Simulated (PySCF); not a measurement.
## How methods differ on the excitation energy of Cr⁺

Cr⁺ [Ar] 3d5 (6S) → Cr⁺ [Ar] 3d4 4p1 (high-spin determinant), as a difference of total energies. All numbers are calculated (PySCF 2.14, the non-relativistic Hamiltonian (point nucleus), in dyall-av2z (16s12p7d2f, 101 functions)). Correlated levels: valence: [Ar] frozen; virtual orbitals above 40 to 60 times the deepest correlated orbital energy dropped. The calculations carry no spin-orbit coupling.

| method | excitation energy (eV) |
| --- | --- |
| UHF | 5.060 |
| LDA | 6.309 |
| PBE | 6.029 |
| PBE0 | 5.933 |
| r2SCAN | 5.950 |
| B2PLYP | 5.818 |
| CAM-B3LYP | 5.992 |
| MP2 (valence) | 5.769 |
| SCS-MP2 (valence) | 5.296 |

Task: How much does correlation contribute at MP2 (valence)?

Result: 5.769 − (5.060) = 0.709 eV, measured against UHF.

A first-order spin-orbit estimate (lowest level to lowest level, LS coupling) adds -0.059 eV.

The determinant of the upper state mixes LS terms, which raises its energy above the lowest term, most at the Hartree-Fock and MP2 levels.
